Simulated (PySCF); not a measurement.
Delta-SCF ions had no search for a lower state. 

Cartesian coordinates (Å):
SMILES: B
```xyz
4

B      0.0000     0.0000    -0.0004
H     -0.8371    -0.8436     0.0008
H     -0.3120     1.1467     0.0000
H      1.1491    -0.3031    -0.0004
```
Charge 0, multiplicity 1.

Problem. What is the computed vertical ionisation energy (Delta-SCF), HOMO–LUMO gap, LUMO, total energy and dipole moment (CAM-B3LYP-D3(BJ)/def2-TZVP run with PySCF)?

Solution. 
```json
{
  "vertical ionisation energy (Delta-SCF)": "13.19 eV",
  "HOMO–LUMO gap": "10.58 eV",
  "LUMO": "-0.88 eV",
  "total_energy": "-26.5921 Ha",
  "dipole_moment": "0.00 D"
}
```
